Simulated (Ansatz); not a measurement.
## Relaxing a trial structure of Cl3HSn

The starting geometry of this gas-phase triplet was optimised with GFN2-xTB as a singlet; its bonds are those of `[Cl][SnH]([Cl])[Cl]`.

```yaml
atoms:
  - { symbol: Cl, position_ang: [0.3318, -0.9558, 2.0023] }
  - { symbol: Cl, position_ang: [-0.5413, 2.1495, 0.2029] }
  - { symbol: Cl, position_ang: [-1.5558, -1.1263, -1.1673] }
  - { symbol: Sn, position_ang: [0.1594, -0.0242, -0.0962] }
  - { symbol: H, position_ang: [1.6557, -0.1169, -0.9830] }
```

Predict what it relaxes into with PBE0-D4/def2-SVP.

It falls apart into Cl3Sn + H. Contacts that open: Sn4–H5 (1.74 → 4.29 Å).

The energy falls by 2.35 eV over 17 steps:

```tsv
step	E − E(last) (eV)
1	2.349
3	0.714
5	0.355
6	0.223
8	0.045
10	0.005
12	0.003
13	0.000
15	0.000
17	0.000
```

Final geometry (Å):

```xyz
5

Cl   -0.0789   -0.9595    2.3191
Cl   -0.9738    2.2456    0.4581
Cl   -2.0091   -1.1371   -0.9640
Sn   -0.2831    0.0053    0.1732
H     3.3948   -0.2281   -2.0278
```

No frequencies were run, so the end isn't proven a minimum. Open shells are spin-unrestricted. The triplet needn't be the ground state. Atoms past krypton carry core potentials, without spin–orbit terms. Run with Ansatz 0.2.0, 44 s on 2 threads of Intel(R) Xeon(R) 6975P-C (Granite Rapids), on a shared host.
